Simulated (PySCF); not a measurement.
**Orbital energies and ionisation energy**

Species: C5H14SSi.
Cartesian coordinates in Å at the PBE0-D3(BJ)/def2-SVP level; atoms count from 1:
```
atom  x, y, z in Å
C1     3.4164    0.4532   -0.4702
S2     2.0995    0.2329    0.7681
Si3    0.4547   -0.2373   -0.5295
C4    -1.0837   -0.5275    0.5465
C5    -1.3918    0.7413    1.3470
C6    -0.8265   -1.7006    1.4967
C7    -2.2540   -0.8554   -0.3862
H8     3.5879   -0.4698   -1.0419
H9     3.1844    1.2779   -1.1595
H10    4.3340    0.7013    0.0797
H11    0.2278    0.8901   -1.4920
H12    0.7769   -1.4581   -1.3391
H13   -0.5611    1.0166    2.0154
H14   -2.2892    0.5873    1.9720
H15   -1.5896    1.6021    0.6884
H16   -1.7180   -1.8861    2.1216
H17   -0.6066   -2.6305    0.9481
H18    0.0208   -1.5031    2.1718
H19   -2.4642   -0.0324   -1.0883
H20   -2.0662   -1.7657   -0.9779
H21   -3.1720   -1.0290    0.2028
```

Level: B3LYP/def2-SVPD (PySCF). Frontier orbitals with their largest atomic shares (Löwdin; up to four atoms above 4 %):

```csv
orbital,ε (eV),main atoms
HOMO−3,-9.20,"C4 19 %, C6 15 %, C5 15 %, Si3 12 %"
HOMO−2,-8.25,"S2 52 %, Si3 16 %, C1 9 %, H12 5 %"
HOMO−1,-7.74,"C4 29 %, Si3 20 %, C7 8 %, S2 7 %"
HOMO,-6.52,?
LUMO,-0.14,"S2 32 %, Si3 17 %, C1 11 %, H12 6 %"
LUMO+1,0.30,"Si3 19 %, S2 16 %, C6 7 %, C5 7 %"
LUMO+2,0.55,"S2 33 %, Si3 11 %, C1 9 %, H12 5 %"
```

What vertical ionisation energy does ΔSCF give, and how far is −ε(HOMO) from it?

ΔSCF: 8.76 eV (845 kJ/mol; threshold wavelength 142 nm); ⟨S²⟩ of the doublet left behind is 0.754, against 0.75 for a pure doublet. −ε(HOMO) is 6.52 eV, 2.24 eV below it. In exact Kohn–Sham theory the two would be equal; B3LYP (global hybrid, 20 % exact exchange) falls short of its own ΔSCF value by 26 %.

On which atoms does the HOMO lie?

S2 (sulfur bonded to C and Si) 70 %, C1 (S-methyl carbon) 10 %, Si3 (SiH2 silicon) 9 %, so more than half of it is on one atom. The HOMO−1 lies 1.22 eV lower.

What total energies stand behind the ΔSCF value?

E(N) = -886.37364 Eh and E(N − 1) = -886.05178 Eh at the same geometry, 0.32186 Eh apart.

What kinetic energy would electrons from this vertical process carry with 118.2 nm light (10.49 eV)?

10.49 − 8.76 = 1.73 eV.

Shift the occupied levels rigidly so that −ε(HOMO) equals the ΔSCF value. What binding energies result?

The shift is +2.24 eV: HOMO 8.76, HOMO−1 9.98, HOMO−2 10.49, HOMO−3 11.44 eV. A rigid shift is only a rough guide to the deeper ionisations.

The structure is a single PBE0-D3(BJ)/def2-SVP conformer in the gas phase; no vibrational or solvent corrections.
